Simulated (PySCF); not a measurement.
**Excitation energy of Ar²⁺ by level of theory**

Ar²⁺ [Ne] 3s2 3p4 (3P) → Ar²⁺ [Ne] 3s1 3p4 3d1 (high-spin determinant), as a difference of total energies. All numbers are calculated (PySCF 2.14, the spin-free X2C one-electron Hamiltonian (Gaussian nucleus), in x2c-QZVPPall with one added diffuse shell each of s, p, d, f type (10s7p5d3f1g, 86 functions)). Correlated levels: valence and next inner shell: 1s2 frozen. The calculations carry no spin-orbit coupling.

| method | excitation energy (eV) |
| --- | --- |
| UHF | 31.438 |
| MP2 (valence and next inner shell) | 32.110 |
| SCS-MP2 (valence and next inner shell) | 32.270 |
| CCSD (valence and next inner shell) | 31.453 |
| CCSD(T) (valence and next inner shell) | 31.168 |

Question: How much does correlation contribute at CCSD(T) (valence and next inner shell)?

Answer: 31.168 − (31.438) = -0.270 eV, measured against UHF.

The promoted electron is Rydberg-like, and one or two diffuse shells describe it only roughly, which tends to raise the upper state.

The coupled-cluster amplitudes are large for the upper state (T1 above 0.03 or a double amplitude above 0.15), so a single reference is strained.

The determinant of the upper state mixes LS terms, which raises its energy above the lowest term, most at the Hartree-Fock and MP2 levels.
